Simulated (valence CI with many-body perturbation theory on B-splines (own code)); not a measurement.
Rb XV: one-electron terms

Level of theory: valence CI with perturbative core correlation (CI+MBPT): five valence electrons over a frozen Dirac-Fock core [Ar], a basis of 7 s, 7 p, 8 d, 6 f, 4 g, 1 h functions for each j, with the one-electron correlation potential Σ1, the two-electron term Σ2, the three-electron term Σ3, Breit, model QED; selected CI, second order for the rest (own B-spline code, finite nucleus).

No measured spectrum was set against this ion. As an estimate, terms of the open shell hold to 2 to 4 % of their energy, and close levels can change places. Core correlation moves these levels by up to 9700 cm⁻¹, and in measured spectra 5 to 20 % of such shifts remained as error; rates that hang on mixing are uncertain with them. Only levels of the ground parity were solved; by the run's estimate the other parity begins above the list, which can be wrong where configurations are misplaced.

These are the spectroscopic orbitals of the CI (the correlating ones are not listed), shaped by the core and the other valence electrons. h is the expectation value of the core's Dirac-Fock operator, without the valence repulsion; Σ1 is computed up to l = 3 at one energy for each symmetry, that of its lowest orbital but kept below the first core excitation, so for empty shells it is not the orbital's own correlation shift; Breit and QED include the response of the core.

| Orbital | h (hartree) | Σ1 (cm⁻¹) | Breit (cm⁻¹) | QED (cm⁻¹) | ⟨r⟩ (bohr) |
| --- | --- | --- | --- | --- | --- |
| 4s1/2 | -15.37 | -6191 | 595 | 427 | 1.042 |
| 5s1/2 | -9.0718 | -2167 | 276 | 199 | 1.779 |
| 6s1/2 | -5.9944 | -1042 | 147 | 107 | 2.721 |
| 4p1/2 | -14.377 | -6594 | 889 | -38.6 | 1.072 |
| 5p1/2 | -8.6009 | -2415 | 429 | -18.2 | 1.839 |
| 6p1/2 | -5.7356 | -1187 | 236 | -9.9 | 2.810 |
| 4p3/2 | -14.234 | -6423 | 557 | -0.3 | 1.084 |
| 5p3/2 | -8.5352 | -2380 | 269 | 0.1 | 1.853 |
| 6p3/2 | -5.6999 | -1176 | 152 | 0.1 | 2.828 |
| 3d3/2 | -25.738 | -20524 | 1145 | -200 | 0.4505 |
| 4d3/2 | -12.712 | -6196 | 333 | -40.9 | 1.119 |
| 5d3/2 | -7.8286 | -2558 | 163 | -18.9 | 1.949 |
| 3d5/2 | -25.65 | -20212 | 279 | -149 | 0.4529 |
| 4d5/2 | -12.686 | -6150 | 121 | -28.3 | 1.122 |
| 5d5/2 | -7.816 | -2538 | 60.8 | -13.0 | 1.952 |
| 4f5/2 | -11.29 | -8313 | -14.0 | -13.0 | 1.111 |
| 5f5/2 | -7.2004 | -4055 | -8.1 | -7.6 | 1.986 |
| 4f7/2 | -11.285 | -8079 | -55.9 | -10.2 | 1.112 |
| 5f7/2 | -7.1974 | -3923 | -31.9 | -6.0 | 1.987 |
| 5g7/2 | -6.9231 |  | -0.7 | -0.8 | 1.823 |
| 5g9/2 | -6.922 |  | -2.4 | -0.1 | 1.824 |

Among the shells of the start configuration 3d5, Σ1 is largest in size for 3d3/2, where it is 0.36 % of h.

Lowest root of each symmetry, sizes in configuration state functions:

| J | Parity | Roots | Reference | Variational | Second order | Change by selected CI (cm⁻¹) | Change by second order (cm⁻¹) |
| --- | --- | --- | --- | --- | --- | --- | --- |
| 1/2 | even | 4 | 39 | 16957 | 229229 | -16916 | -16 |
| 3/2 | even | 7 | 67 | 25052 | 1005141 | -16708 | -41 |
| 5/2 | even | 10 | 81 | 26584 | 787288 | -11467 | -56 |
| 7/2 | even | 7 | 72 | 24331 | 498355 | -14705 | -155 |
| 9/2 | even | 5 | 56 | 24408 | 734768 | -14688 | -102 |
| 11/2 | even | 3 | 35 | 24814 | 585179 | -14931 | -30 |
| 13/2 | even | 1 | 18 | 17870 | 144900 | -15984 | -17 |
